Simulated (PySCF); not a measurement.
## Pb²⁺: excitation energy

Pb²⁺ [Xe] 4f14 5d10 6s2 (1S) → Pb²⁺ [Xe] 4f14 5d10 6s1 6p1 (3P), as a difference of total energies. All numbers are calculated (PySCF 2.14, scalar relativity by spin-free X2C-1e, in x2c-QZVPPall). Correlated levels: valence: [Xe] 4f14 5d10 frozen; valence and next inner shell: [Kr] 4d10 4f14 frozen. The calculations carry no spin-orbit coupling.

```
                                method  excitation energy (eV)
                                   UHF                   7.532
                                   LDA                   9.677
                                   PBE                   9.420
                                  PBE0                   9.044
                                r2SCAN                   9.075
                         MP2 (valence)                   8.065
                     SCS-MP2 (valence)                   8.223
    MP2 (valence and next inner shell)                   9.355
SCS-MP2 (valence and next inner shell)                   9.336
```

**Question.** How much does correlation contribute at MP2 (valence and next inner shell)?

**Answer.** 9.355 − (7.532) = 1.823 eV, measured against UHF.

A first-order spin-orbit estimate (lowest level to lowest level, LS coupling) adds -1.278 eV.

The basis was made for the ground configuration and has no added diffuse functions, so the excitation energy can come out too high.
